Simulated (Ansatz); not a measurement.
Cartesian coordinates in Å:
```
F -0.4323 -2.7038 0.9035
C 0.0393 -2.1639 -0.2619
O 0.1786 -0.7985 -0.1107
B -0.8333 0.0527 -0.4679
O -0.6870 1.3684 -0.2235
Si 0.5421 2.2078 0.5122
H -0.6752 -2.4096 -1.0542
H 1.0240 -2.5936 -0.4558
H -1.8193 -0.3661 -1.0037
H 0.1251 3.6285 0.5231
H 0.7386 1.7229 1.8998
H 1.7993 2.0552 -0.2608
```

The species carries charge 0 and has multiplicity 1.

(1) List the CAM-B3LYP/def2-TZVPP orbital energies in eV (the Gaussian-basis code of Ansatz). (An estimate is asked.)

Results:

(1) Computed: Occupied: -1801.63, -673.62, -523.50, -522.89, -282.62, -187.14, -146.12, -101.49, -101.43, -101.43, -35.46, -31.35, -29.95, -21.47, -18.37, -17.50, -16.60, -16.49, -14.91, -14.17, -13.52, -13.30, -12.39, -11.78, -11.72, -11.09, -10.68, -10.58. Lowest empty: 1.20, 1.22, 2.29, 2.54, 2.71, 2.74, 3.20, 3.44.
